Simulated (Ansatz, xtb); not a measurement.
## Relaxing a trial structure of FH4NO2Si

The starting geometry of this gas-phase singlet was built from a drawn formula by distance geometry and a force field; its bonds are those of `[O-][N@H+](O)[SiH2]F`.

```xyz
9

F    -2.5021   -0.5008    0.7932
N    -0.1061   -0.5660   -0.4478
O     1.2102   -0.6465   -0.3306
O    -0.3032    0.4313   -1.3966
Si   -0.9805   -0.2754    1.0797
H    -0.5720   -1.4400   -0.8460
H     0.6730    0.6359   -1.4798
H    -0.7370    1.1393    1.5333
H    -0.4896   -1.2403    2.1202
```

Question: Predict what becomes of its bonds when it is optimised with r2SCAN-D4/def2-SVP.

Answer: It rearranges to `ONO[SiH2]F`. Contacts that open: N2–Si5 (1.78 → 2.54 Å). Contacts that close: O3–Si5 (2.63 → 1.68 Å).

The energy falls by 1.75 eV over 24 steps:

```
step  E − E(last) (eV)
   1             1.753
   4             1.070
   6             1.036
   9             0.916
  11             0.839
  14             0.774
  16             0.516
  19             0.009
  21             0.001
  24             0.000
```

Final geometry (Å):

```xyz
9

F    -2.2789   -1.1386    1.4674
N    -0.5348   -0.3149   -1.0818
O     0.0518   -0.8586    0.1303
O     0.3179    0.6641   -1.5542
Si   -0.8715   -0.3374    1.4333
H    -0.4502   -1.1232   -1.7103
H     1.2074    0.2651   -1.6181
H    -1.1699    1.1086    1.3358
H    -0.0790   -0.7275    2.6232
```

From the same start GFN2-xTB reaches the same bonding as this run.

No frequencies were run, so the end isn't proven a minimum. Run with Ansatz 0.2.0, 77 s on 1 thread of Intel(R) Xeon(R) Platinum 8488C (Sapphire Rapids), with other jobs on the host.
